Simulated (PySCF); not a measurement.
PySCF input file for CH8FNOSi2, SMILES [SiH2]([Si@@H](O)CF)N, PBE-D3(BJ)/def2-SVP. The structure is a stationary point at PBE-D3(BJ)/def2-SVP. The structure was generated by enumeration; whether it is a known compound was not checked. One conformer was computed; it need not be the lowest.

```python
import numpy as np
from pyscf import gto, scf, dft, df
from pyscf.hessian import thermo

mol = gto.M(
    atom='''
    N     2.33231728   -0.51182857   -1.56490607
    Si    0.85892077   -1.02541613   -0.74916653
    Si   -0.12257512    0.67400613    0.55568080
    O     0.00201981    2.08693805   -0.37985468
    C    -1.94327995    0.18101240    0.90828426
    F    -1.88010710   -1.14656533    1.36574659
    H     2.26864017    0.39227424   -2.04600555
    H     3.17604555   -0.50832189   -0.98292179
    H    -0.15571085   -1.44578212   -1.78270188
    H     1.20853004   -2.21313007    0.10520506
    H     0.55944050    0.87632260    1.89253587
    H    -0.11384664    2.91693976    0.11457242
    H    -2.45375856    0.80272619    1.67847844
    H    -2.55991497    0.21902025   -0.01860706
    ''',
    basis='def2-SVP',
    charge=0,
    spin=0,
    max_memory=1600,
    verbose=3,
)
mf = dft.RKS(mol, xc='pbe').density_fit(auxbasis='def2-universal-jkfit')
mf.disp = 'd3bj'
mf.grids.level = 3
mf.conv_tol = 1e-11
mf.max_cycle = 100
mf.kernel()

# [left out here: the lines that compute and print the analytic Hessian (its translational invariance restored by hand, since the grid's response is missing), thermochemistry and intensities]
```

Program output:

```
converged SCF energy = -850.783091845046

WARN: DFTD3 does not support analytical Hessian, using finite difference


WARN: Mole.unit (angstrom) is changed to Bohr

Mode                                 0                   1                   2
Irrep
Freq [cm^-1]                       39.5976             47.3518             87.2931
Reduced mass [au]                   4.2708              4.1840              2.9697
Force const [Dyne/A]                0.0039              0.0055              0.0133
Char temp [K]                      56.9721             68.1288            125.5953
Normal mode                   x     y     z       x     y     z       x     y     z
       0   N                -0.05  0.13 -0.06   -0.09 -0.02 -0.08   -0.01  0.08  0.06
       1  Si                 0.04 -0.02  0.01   -0.00 -0.01  0.09   -0.02 -0.01 -0.00
       2  Si                -0.00 -0.05  0.01    0.01  0.04  0.03    0.02 -0.01  0.00
       3   O                 0.07 -0.06 -0.01    0.02  0.02  0.00   -0.01 -0.06 -0.09
       4   C                -0.03  0.01 -0.04    0.01 -0.00 -0.02    0.03  0.05  0.12
       5   F                -0.07  0.04  0.05    0.03 -0.04 -0.11   -0.02 -0.02 -0.07
       6   H                -0.14  0.18  0.05   -0.17 -0.05 -0.13   -0.01  0.14  0.18
       7   H                -0.01  0.12 -0.12   -0.04  0.06 -0.15   -0.01  0.00  0.07
       8   H                 0.02 -0.13  0.08   -0.07 -0.14  0.20    0.01  0.00 -0.03
       9   H                 0.20  0.02  0.00    0.12  0.07  0.15   -0.00 -0.04 -0.04
      10   H                -0.04 -0.05  0.03   -0.02  0.08  0.04    0.13  0.06 -0.06
      11   H                 0.06 -0.05 -0.03    0.01  0.03 -0.02    0.08 -0.03 -0.13
      12   H                -0.05  0.08 -0.11   -0.01 -0.07  0.02    0.15 -0.03  0.26
      13   H                 0.02 -0.04 -0.07    0.03  0.05 -0.03   -0.05  0.23  0.19
Mode                                 3                   4                   5
Irrep
[...]
      11   H                -0.06 -0.16  0.25   -0.01  0.02 -0.02    0.01  0.05 -0.07
      12   H                 0.24  0.02  0.06    0.27  0.03  0.06    0.14  0.02  0.03
      13   H                -0.22  0.03  0.08   -0.21  0.05  0.08   -0.10  0.03  0.04
Mode                                21                  22                  23
Irrep
Freq [cm^-1]                      905.4682            909.2500           1004.8690
Reduced mass [au]                   1.5143              1.2194              8.4687
Force const [Dyne/A]                0.7315              0.5940              5.0383
Char temp [K]                    1302.7672           1308.2083           1445.7828
Normal mode                   x     y     z       x     y     z       x     y     z
       0   N                 0.01  0.00 -0.02    0.06 -0.05  0.05   -0.00 -0.00  0.00
       1  Si                -0.02  0.01  0.02   -0.03  0.02 -0.02    0.00  0.00 -0.00
       2  Si                 0.00 -0.09  0.01    0.00 -0.01 -0.01   -0.01  0.00  0.00
       3   O                 0.00  0.08  0.02   -0.00  0.00  0.00   -0.00 -0.00  0.00
       4   C                -0.01  0.01  0.01   -0.00  0.00  0.01   -0.00  0.20 -0.07
       5   F                 0.01  0.00 -0.00   -0.00 -0.00 -0.00    0.01 -0.14  0.05
       6   H                 0.07  0.00 -0.03   -0.48 -0.00  0.19   -0.01  0.00  0.01
       7   H                -0.00 -0.01  0.00    0.32  0.20 -0.34   -0.00  0.00  0.00
       8   H                 0.16 -0.13 -0.10   -0.16 -0.01  0.12   -0.01 -0.02  0.02
       9   H                -0.00 -0.07 -0.10    0.44  0.05 -0.17   -0.01 -0.01 -0.02
      10   H                 0.02  0.43 -0.08   -0.05  0.03  0.01    0.05 -0.00 -0.03
      11   H                 0.05  0.37 -0.48   -0.00  0.02 -0.03   -0.01 -0.01  0.01
      12   H                -0.02  0.03 -0.02   -0.04  0.00 -0.01    0.02  0.14 -0.03
      13   H                 0.04  0.00 -0.03    0.03 -0.01 -0.01   -0.01  0.15 -0.06
Mode                                24                  25                  26
Irrep
Freq [cm^-1]                     1179.5811           1241.9895           1403.8718
Reduced mass [au]                   1.1079              1.3048              1.0697
Force const [Dyne/A]                0.9083              1.1859              1.2421
Char temp [K]                    1697.1546           1786.9464           2019.8590
Normal mode                   x     y     z       x     y     z       x     y     z
       0   N                -0.00  0.00  0.00    0.00 -0.00 -0.00   -0.00  0.00 -0.00
       1  Si                 0.00 -0.00 -0.00    0.00  0.00  0.00   -0.00 -0.00  0.00
       2  Si                -0.00  0.00  0.01   -0.01 -0.01  0.01    0.00  0.00  0.00
       3   O                 0.00 -0.00 -0.00   -0.00  0.00 -0.00    0.00  0.00 -0.00
       4   C                 0.00  0.02  0.07    0.12  0.06 -0.03    0.04 -0.06  0.02
       5   F                -0.00 -0.02 -0.04   -0.02  0.01 -0.00    0.01 -0.01  0.00
       6   H                 0.00 -0.00 -0.00    0.00  0.00  0.00    0.00  0.00  0.00
       7   H                -0.00 -0.00  0.00    0.00  0.00  0.00   -0.00  0.00  0.00
       8   H                 0.00  0.00 -0.00    0.01 -0.01  0.00    0.00  0.00  0.00
       9   H                 0.00  0.00  0.01   -0.01 -0.00 -0.01   -0.00 -0.00  0.00
      10   H                 0.05 -0.01 -0.01    0.03  0.02 -0.03   -0.01 -0.00  0.00
      11   H                -0.00 -0.01  0.01    0.00  0.01 -0.01   -0.00  0.00 -0.00
      12   H                 0.13  0.60 -0.29   -0.39 -0.44  0.04   -0.37  0.29 -0.49
      13   H                -0.13 -0.63  0.14   -0.41 -0.37  0.30   -0.33  0.55  0.25
Mode                                27                  28                  29
Irrep
Freq [cm^-1]                     1505.1390           2104.0145           2137.0425
Reduced mass [au]                   1.1006              1.0412              1.0370
Force const [Dyne/A]                1.4690              2.7156              2.7902
Char temp [K]                    2165.5599           3027.2084           3074.7283
Normal mode                   x     y     z       x     y     z       x     y     z
       0   N                -0.06 -0.05  0.01    0.00 -0.00 -0.00   -0.00 -0.00 -0.00
       1  Si                 0.00 -0.00 -0.00   -0.00 -0.00  0.00    0.02  0.01  0.02
       2  Si                -0.00  0.00  0.00   -0.02 -0.00 -0.03    0.00 -0.00  0.00
       3   O                -0.00 -0.00 -0.00   -0.00  0.00 -0.00   -0.00  0.00 -0.00
       4   C                -0.00 -0.00 -0.00    0.00  0.00 -0.00   -0.00  0.00  0.00
       5   F                 0.00  0.00 -0.00   -0.00 -0.00  0.00   -0.00 -0.00 -0.00
       6   H                 0.63  0.14  0.22   -0.00  0.00  0.00    0.01  0.00  0.00
       7   H                 0.18  0.57 -0.30    0.00 -0.00 -0.00    0.00  0.01  0.00
       8   H                -0.01  0.01  0.03   -0.01 -0.01 -0.01   -0.65 -0.27 -0.66
       9   H                -0.01  0.01  0.01   -0.01  0.05 -0.04    0.04 -0.13  0.11
      10   H                 0.00 -0.00  0.00    0.44  0.13  0.86   -0.00  0.00  0.00
      11   H                 0.00  0.00 -0.00    0.00  0.00  0.00   -0.00  0.00 -0.00
      12   H                 0.00  0.00  0.00   -0.00 -0.01 -0.00   -0.00 -0.00  0.00
      13   H                 0.00 -0.00 -0.00   -0.01  0.00 -0.00   -0.00  0.00  0.00
Mode                                30                  31                  32
Irrep
Freq [cm^-1]                     2166.4881           2947.2846           3007.9649
Reduced mass [au]                   1.0447              1.0559              1.1085
Force const [Dyne/A]                2.8890              5.4041              5.9090
Char temp [K]                    3117.0940           4240.4864           4327.7918
Normal mode                   x     y     z       x     y     z       x     y     z
       0   N                 0.00 -0.00 -0.00   -0.00 -0.00 -0.00   -0.00 -0.00 -0.00
       1  Si                 0.01 -0.02  0.02   -0.00 -0.00  0.00    0.00  0.00 -0.00
       2  Si                 0.00  0.00  0.00   -0.00 -0.00  0.00    0.00  0.00  0.00
       3   O                -0.00 -0.00 -0.00    0.00  0.00 -0.00   -0.00  0.00 -0.00
       4   C                -0.00 -0.00 -0.00    0.06 -0.03  0.01    0.01  0.03  0.09
       5   F                -0.00  0.00 -0.00    0.00 -0.00  0.00   -0.00 -0.00 -0.00
       6   H                -0.00 -0.00  0.00    0.00  0.00  0.00    0.00  0.00 -0.00
       7   H                -0.00 -0.00  0.00    0.00 -0.00  0.00   -0.00 -0.00  0.00
       8   H                -0.11 -0.06 -0.11    0.00 -0.00 -0.00   -0.00 -0.00 -0.00
       9   H                -0.22  0.76 -0.55    0.00  0.00 -0.00   -0.00 -0.00 -0.00
      10   H                -0.03 -0.01 -0.06    0.00 -0.00  0.00   -0.00 -0.00 -0.00
      11   H                 0.00 -0.00 -0.00    0.00  0.00  0.00   -0.00 -0.00  0.00
      12   H                 0.00  0.00 -0.00   -0.30  0.38  0.49    0.31 -0.36 -0.46
      13   H                -0.00  0.00  0.00   -0.36  0.01 -0.58   -0.38  0.01 -0.55
Mode                                33                  34                  35
Irrep
Freq [cm^-1]                     3459.2835           3551.0132           3754.3361
Reduced mass [au]                   1.0509              1.0931              1.0668
Force const [Dyne/A]                7.4091              8.1214              8.8596
Char temp [K]                    4977.1388           5109.1174           5401.6537
Normal mode                   x     y     z       x     y     z       x     y     z
       0   N                -0.03 -0.04  0.00    0.05 -0.04  0.05    0.00  0.00 -0.00
       1  Si                 0.00 -0.00 -0.00    0.00 -0.00  0.00   -0.00  0.00 -0.00
       2  Si                 0.00  0.00 -0.00   -0.00  0.00 -0.00   -0.00 -0.00  0.00
       3   O                -0.00  0.00  0.00   -0.00 -0.00  0.00   -0.01  0.05  0.03
       4   C                 0.00 -0.00 -0.00    0.00 -0.00  0.00    0.00 -0.00  0.00
       5   F                -0.00  0.00 -0.00   -0.00 -0.00  0.00   -0.00 -0.00  0.00
       6   H                -0.06  0.64 -0.37   -0.03  0.54 -0.29   -0.00 -0.00  0.00
       7   H                 0.52 -0.03  0.36   -0.60 -0.00 -0.41   -0.00  0.00 -0.00
       8   H                 0.00 -0.00  0.00   -0.00 -0.00 -0.00    0.00 -0.00 -0.00
       9   H                -0.00  0.00 -0.00   -0.00  0.00 -0.00    0.00 -0.00  0.00
      10   H                -0.00 -0.00 -0.00    0.00 -0.00  0.00    0.00 -0.00  0.00
      11   H                 0.00 -0.00 -0.00    0.00 -0.00 -0.00    0.11 -0.83 -0.48
      12   H                 0.00  0.00 -0.00   -0.00  0.00  0.00   -0.00  0.00  0.00
      13   H                 0.00  0.00  0.00    0.00  0.00  0.00   -0.00  0.00 -0.00
temperature 298.1500 [K]
pressure 101325.00 [Pa]
Rotational constants [GHz] 2.88787 1.39591 1.00766
Symmetry number 1
Zero-point energy (ZPE) 0.09306 [Eh]   244326.207 [J/mol]
                           tot       elec      trans        rot        vib
Entropy [J/mol/K]       425.646      0.000    168.988    120.335    136.323
Cv [J/mol/K]            148.197      0.000     12.472     12.472    123.254
Cp [J/mol/K]            156.512      0.000     20.786     12.472    123.254
Internal energy [J/mol]                      3718.434   3718.434 264518.449
Internal energy [Eh]   -850.67951  -850.78309
Enthalpy [J/mol]                             6197.391   3718.434 264518.449
Enthalpy [Eh]          -850.67857
Gibbs free energy [J/mol]                  -44186.355 -32159.441 223873.831
Gibbs free energy [Eh] -850.72690
mode   freq/cm-1   IR/(km/mol)
   1       39.60         0.292
   2       47.35         0.973
   3       87.29         6.985
   4      106.69         4.686
   5      157.09        13.933
   6      162.94        30.108
   7      229.58        30.979
   8      247.00        60.004
   9      301.73         3.347
  10      398.03         8.619
  11      449.23        31.000
  12      503.47       222.025
  13      615.85        34.239
  14      675.52        17.023
  15      686.81        66.839
  16      724.29       152.304
  17      792.64        46.860
  18      803.83        96.167
  19      817.10       208.316
  20      849.53         0.486
  21      874.98        89.899
  22      905.47        21.055
  23      909.25        29.444
  24     1004.87        56.631
  25     1179.58         5.871
  26     1241.99         1.815
  27     1403.87         3.434
  28     1505.14        24.806
  29     2104.01       136.306
  30     2137.04       100.745
  31     2166.49       100.750
  32     2947.28        26.384
  33     3007.96        19.634
  34     3459.28        20.629
  35     3551.01        19.015
  36     3754.34        67.903
max |gradient| / (hartree/bohr): 7.4387627392279e-05
APT charges: [-0.734   0.963   1.0647 -0.77    0.1629 -0.4309  0.1842  0.1607 -0.2551
 -0.2356 -0.3004  0.2658 -0.0484 -0.0268]
```

Self-consistency was reached.
